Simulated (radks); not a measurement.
Results of a calculation; reference values are marked as such.
Coulomb parameter of the 4f shell of neutral samarium in the model configuration [Xe] 4f5 6s2 6p1, as a second difference U = [E(n + 0.5) + E(n - 0.5) - 2 E(n)] / (0.5)^2 with all orbitals relaxed. "Bare": the charge of the atom changes with n. "Screened": the 6p shell takes up the change at fixed total charge, which measures U(4f,4f) + U(6p,6p) - 2 U(4f,6p). Level of theory: scalar-relativistic Kohn-Sham, PBEsol, spin-unpolarised, spherical densities, finite nucleus; Fermi nuclear charge, rms radius 5.0819 fm (a radial shooting solver on a logarithmic mesh with Libxc functionals).

| case | configuration | E - E(n) (eV) |
|---|---|---|
| start | [Xe] 4f5 6s2 6p1 | 0.000 |
| bare +0.5 | [Xe] 4f5.5 6s2 6p1 | -3.924 |
| bare -0.5 | [Xe] 4f4.5 6s2 6p1 | 7.480 |
| screened +0.5 | [Xe] 4f5.5 6s2 6p0.5 | -3.478 |
| screened -0.5 | [Xe] 4f4.5 6s2 6p1.5 | 5.638 |

U(bare) = 14.222 eV, U(screened by 6p) = 8.639 eV, against the Slater integral F0(4f,4f) = 27.722 eV with frozen orbitals. The step up makes a negative ion, whose loosely bound charge lowers the bare value.
